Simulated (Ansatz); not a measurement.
A CCSD(T) single point on `[CH3][AlH][c]1ccccc1`.

```yaml
crystal:
  periodic: [false, false, false]
  atoms:
    - {symbol: C, position_ang: [2.844695, -0.976105, -1.289979]}
    - {symbol: Al, position_ang: [1.830013, -0.851974, 0.373460]}
    - {symbol: C, position_ang: [0.040825, -0.086174, 0.366297]}
    - {symbol: C, position_ang: [-0.553665, 0.385518, -0.811033]}
    - {symbol: C, position_ang: [-1.828553, 0.931063, -0.813141]}
    - {symbol: C, position_ang: [-2.543757, 1.017790, 0.373047]}
    - {symbol: C, position_ang: [-1.981631, 0.558968, 1.555572]}
    - {symbol: C, position_ang: [-0.705663, 0.014941, 1.546835]}
    - {symbol: H, position_ang: [3.001852, 0.015395, -1.728602]}
    - {symbol: H, position_ang: [3.825717, -1.437043, -1.154507]}
    - {symbol: H, position_ang: [2.302428, -1.562513, -2.039638]}
    - {symbol: H, position_ang: [2.406938, -1.356750, 1.769336]}
    - {symbol: H, position_ang: [-0.010555, 0.326892, -1.750636]}
    - {symbol: H, position_ang: [-2.267101, 1.289454, -1.738131]}
    - {symbol: H, position_ang: [-3.541077, 1.443798, 0.375431]}
    - {symbol: H, position_ang: [-2.539498, 0.626171, 2.483251]}
    - {symbol: H, position_ang: [-0.280971, -0.339440, 2.482409]}
basis:
  gaussian: {orbitals: def2-TZVPP}
correlation: {method: ccsd_t}
output: {orbitals: {seedname: orbitals}}
```

```sh
$ ansatz run in.yaml --threads 3 --pin off --events-out ev --progress --plain --backend cuda
```

The program prints (abridged):

```
Functional definition: HF
2285 factors; integrals over basis functions are off by at most 1.2e-3 eV
mean field evaluation 1: about -13935.1014 eV, gradient 4.7e1 eV
mean field evaluation 2: about -13935.4857 eV, gradient 4.7e1 eV
mean field evaluation 4: about -13941.5058 eV, gradient 5.1e0 eV
mean field evaluation 8: about -13941.5979 eV, gradient 3.2e-1 eV
mean field -13941.59834851 eV, -512.3442893528 hartree, gradient 1.7e-6 eV, S^2 0.000000; 0 other end points of the search recorded, 0 dependent functions left out; unrestricted orbitals would lower it
12 core orbitals not correlated: weight in the atoms' cores, before any rotation towards them, 1.000 or more for the frozen orbitals, at most 0.000 for the correlated occupied ones
reference -13941.59834851 eV, -512.3442893528 hartree; 20, 20 occupied and 353, 353 virtual orbitals, 2285 factors
second order -32.63421010 eV of doubles, -0.00000000 eV of singles
cycle   1  -32.77925924 eV  change   -1.5e-1 eV  update   1.3e-1
cycle   2  -33.67105536 eV  change   -8.9e-1 eV  update   4.1e-2
cycle   3  -33.84629487 eV  change   -1.8e-1 eV  update   1.7e-2
cycle   4  -33.83980552 eV  change    6.5e-3 eV  update   4.5e-3
cycle   5  -33.84140644 eV  change   -1.6e-3 eV  update   1.7e-3
cycle   6  -33.84170655 eV  change   -3.0e-4 eV  update   4.7e-4
cycle   7  -33.84153111 eV  change    1.8e-4 eV  update   2.0e-4
cycle   8  -33.84154703 eV  change   -1.6e-5 eV  update   7.5e-5
cycle   9  -33.84158381 eV  change   -3.7e-5 eV  update   3.0e-5
perturbative correction -1.71861234 eV, -0.0631578384 hartree
Total energy: -13977.15854465 eV, -513.6511024575 hartree
```

It took 13 s on 3 threads of an AMD EPYC 7R13 on a shared host and a share of an NVIDIA H100 80 GB, with 0.89 GiB of host memory at the peak.

The correlation energy is -35.560 eV, 4.8 % of it from (T); the T1 diagnostic reads 0.0104.
